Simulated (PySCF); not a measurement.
Computed shifts of a molecule C2H3Cl2FSi, PySCF with PBE/pcSseg-1, GIAO, gas phase, atoms alike by connectivity averaged where their shifts nearly agree, in ppm (number of nuclei): ¹³C: 152.7 (1), 138.2 (1). ²⁹Si: -8.5 (1). ¹⁹F: -180.5 (1). ¹H: 6.65 (2), 5.81 (1). References: ¹³C against TMS (σ = 182.0 ppm); ³⁵Cl against HCl (σ = 936.5 ppm); ²⁹Si against TMS (σ = 335.4 ppm); ¹⁹F against CFCl3 (σ = 133.6 ppm); ¹H against TMS (σ = 31.49 ppm), references at their B3LYP-D3(BJ)/def2-TZVP geometries, non-relativistic (without spin–orbit terms, shifts of atoms bonded to Cl or Br come out too high). Geometry: B3LYP-D3(BJ)/def2-SVP. One conformer was computed; it need not be the lowest.

Q: Pick the molecule that these values belong to.
A) FC([SiH3])=C(Cl)Cl
B) F/C(Cl)=C(\[SiH3])Cl
C) C=C(Cl)[Si@@H](F)Cl
D) F/C(=C/Cl)[SiH2]Cl

A: C, C=C(Cl)[Si@@H](F)Cl
